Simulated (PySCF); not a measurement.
Highest harmonic wavenumber (cm⁻¹) of eight silicon and germanium compounds: PBE-D3(BJ) beside PBE0-D3(BJ), computed with PySCF for isolated molecules in the bases named; differences from unrounded values. The eight are the first of their class met in an unordered collection, after screening for sound electronic states; none was chosen by its value. Each level has its own optimised geometry.

```
molecule                                                basis  PBE0-D3(BJ)
---------------------------------------------------  --------  -----------
Si(OH)4 (H₄O₄Si), SMILES O[Si](O)(O)O                def2-SVP         3941
Si(H)2(OH)(OSiH3) (H6O2Si2), SMILES O[SiH2]O[SiH3]   def2-SVP         3934
C3H4ClFSi, SMILES C#C[Si@H](Cl)CF                    def2-SVP         3473
ClH6NSi3, SMILES Cl[SiH]1[SiH2]N[SiH2]1              def2-SVP         3622
C3H11ClSi2, SMILES C[Si](C)(Cl)C[SiH3]               def2-SVP         3173
Si(Cl)2(OH)(NH2) (Cl2H3NOSi), SMILES N[Si](O)(Cl)Cl  def2-SVP         3930
CH4O4Si, SMILES O[SiH](C(O)=O)O                      def2-SVP         3935
Cl2H5NSi2, SMILES Cl[SiH2]N[SiH2]Cl                  def2-SVP         3615
```

Task: Estimate the PBE-D3(BJ) values and say how PBE-D3(BJ) differs from PBE0-D3(BJ) over the set. (The exact figures need the calculation; the answer reports its results.)

Result: 
```csv
molecule,PBE-D3(BJ),difference
"Si(OH)4 (H₄O₄Si), SMILES O[Si](O)(O)O",3769,-172
"Si(H)2(OH)(OSiH3) (H6O2Si2), SMILES O[SiH2]O[SiH3]",3764,-171
"C3H4ClFSi, SMILES C#C[Si@H](Cl)CF",3389,-84
"ClH6NSi3, SMILES Cl[SiH]1[SiH2]N[SiH2]1",3499,-123
"C3H11ClSi2, SMILES C[Si](C)(Cl)C[SiH3]",3086,-87
"Si(Cl)2(OH)(NH2) (Cl2H3NOSi), SMILES N[Si](O)(Cl)Cl",3760,-170
"CH4O4Si, SMILES O[SiH](C(O)=O)O",3764,-171
"Cl2H5NSi2, SMILES Cl[SiH2]N[SiH2]Cl",3501,-114
```
PBE-D3(BJ) lies below PBE0-D3(BJ) in 8 and above it in 0 of the eight; the mean signed difference is -136 and the largest -172 cm⁻¹.
